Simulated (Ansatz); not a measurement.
Reactions of F$_{2}$H$_{4}$OSiSn (`[OH][Sn]([F])([F])[SiH3]`).

Calculated with Ansatz (gas phase, PBE0-D4/def2-TZVP geometries, no zero-point term in ΔE). CCSD(T)/CBS adds triple-zeta CCSD(T) − MP2 to the extrapolated MP2 energy (def2 sets, frozen cores). This one scheme is used for every species, atoms too. Functionals use def2-TZVPP. No spin–orbit coupling; open shells (•) take unrestricted orbitals. Spin–orbit coupling would lower the free atoms: a little for F, O, Si; strongly for Sn. Elements past krypton have def2 core potentials. Bonds to Se, Sn are less sure, by a few kJ/mol each and by 10 to 20 or more in all where they break to atoms, as the def2 sets lack core-valence functions. Scalar relativity is left out up to krypton. One conformer a species, not always the lowest.

```
                                                                                     reaction  PBE-D4 (kcal/mol)  HF/CBS(def2) (kcal/mol)  ωB97X-V (kcal/mol)  PBE0-D4 (kcal/mol)
                          `[OH][Sn]([F])([F])[SiH3]` + HCl → `[F][Sn]([F])([SiH3])[Cl]` + H₂O              -14.5                    -15.8               -13.7               -15.5
                                `[OH][Sn]([F])([F])[SiH3]` + H₂ → `[F][SnH]([F])[SiH3]` + H₂O                4.1                      0.9                 4.1                 2.3
 `[OH][Sn]([F])([F])[SiH3]` + `N[SiH2]O[SiH3]` → `[SiH3]N[SiH2]O[SiH3]` + `[OH][SnH]([F])[F]`                1.0                     -5.7                -2.9                -0.7
`[OH][Sn]([F])([F])[SiH3]` + `[OH][AlH][CH2]F` → `F[CH2][AlH][O][SiH3]` + `[OH][SnH]([F])[F]`               -9.5                    -22.6               -15.3               -12.0
                                    `[OH][Sn]([F])([F])[SiH3]` → 2 F• + 4 H• + O• + Si• + Sn•              692.5                    476.9               691.6               671.7
       `[OH][Sn]([F])([F])[SiH3]` + `O=C(O)[SeH]` → `O=C([SeH])O[SiH3]` + `[OH][SnH]([F])[F]`               -3.4                    -13.7                -8.6                -5.2
                                        `[OH][Sn]([F])([F])[SiH3]` → `[F][SnH]([F])[O][SiH3]`               -6.9                    -20.5               -13.1                -9.5
                                  `[OH][Sn]([F])([F])[SiH3]` → `[OH][SnH]([F])[F]` + `[SiH2]`               69.7                     60.7                68.8                70.6
                         `[OH][Sn]([F])([F])[SiH3]` + CH₄ → `[CH3][Sn]([F])([F])[SiH3]` + H₂O                9.9                     13.0                11.2                 9.1
                                       `[OH][Sn]([F])([F])[SiH3]` → `[OH][Sn][F]` + `F[SiH3]`              -15.4                    -21.3               -14.0               -13.8
```

(1) Give the CCSD(T)/CBS values in the same order. (Best estimate.)

Largest T1 diagnostic: 0.018, for `[OH][Sn][F]`.

Results:

(1) The calculation gave: -14.4, 4.6, -2.7, -14.8, 694.9, -8.6, -13.3, 67.1, 9.5, -16.5 kcal/mol.
